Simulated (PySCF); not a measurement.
**O: excitation energy**

O [He] 2s2 2p4 (3P) → O [He] 2s1 2p5 (3P), as a difference of total energies. Calculation: PySCF 2.14, in def2-QZVPPD (8s5p4d2f1g, 66 functions); the non-relativistic Hamiltonian (point nucleus). Correlated levels: valence and next inner shell: nothing frozen. The calculations carry no spin-orbit coupling.

```tsv
method	excitation energy (cm⁻¹)
UHF	135900
MP2 (valence and next inner shell)	128610
SCS-MP2 (valence and next inner shell)	128220
CCSD (valence and next inner shell)	125540
CCSD(T) (valence and next inner shell)	123080
```

The upper state lies above the first ionisation limit, where it may autoionise and the basis confines it.

The coupled-cluster amplitudes are large for the upper state (T1 above 0.03 or a double amplitude above 0.15), so a single reference is strained.
